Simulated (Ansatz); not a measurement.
Start from `[F][Zr]([F])([SeH])[SeH]` and change one atom or group to get `[F][Zr]([F])([Cl])[SeH]`.

Ansatz, PBE0-D4/def2-TZVP geometries, multiplicity 1. Each molecule was computed in one conformer, which needn't be the lowest.

Elements past krypton have def2 core potentials. Scalar relativity is left out up to krypton. Spin–orbit coupling is left out; it splits and shifts lone-pair levels of the heavy atoms by tenths of an eV.

```csv
property,`[F][Zr]([F])([SeH])[SeH]`
LUMO energy (PBE0/def2-TZVPP) / eV,-2.32
LUMO energy (PBE/def2-TZVPP) / eV,-3.06
size of the dipole moment (PBE/def2-TZVPP) / D,0.57
HOMO–LUMO gap (ωB97M-V/def2-TZVPP) / eV,9.34
LUMO energy (B3LYP/def2-TZVPP) / eV,-2.51
HOMO energy (ωB97M-V/def2-TZVPP) / eV,-9.67
```

Task: What does the change do to each property? (An estimate is asked.)

Result: Computed: 
| property | `[F][Zr]([F])([Cl])[SeH]` | shift |
| --- | --- | --- |
| LUMO energy (PBE0/def2-TZVPP) / eV | -2.15 | 0.17 |
| LUMO energy (PBE/def2-TZVPP) / eV | -2.98 | 0.08 |
| size of the dipole moment (PBE/def2-TZVPP) / D | 0.61 | 0.04 |
| HOMO–LUMO gap (ωB97M-V/def2-TZVPP) / eV | 9.83 | 0.49 |
| LUMO energy (B3LYP/def2-TZVPP) / eV | -2.37 | 0.14 |
| HOMO energy (ωB97M-V/def2-TZVPP) / eV | -9.85 | -0.18 |

With PBE0 the HOMO falls by 0.23 eV and the LUMO rises by 0.17 eV, so the gap widens by about 0.40 eV. PBE moves the HOMO by -0.24 eV and ωB97M-V by -0.18 eV. The zero-point energy changes by -16.6 kJ/mol with -3 modes. Dipoles are sizes alone; their direction can turn.

B3LYP here is the variant with VWN-RPA as its local correlation; programs differ in this.
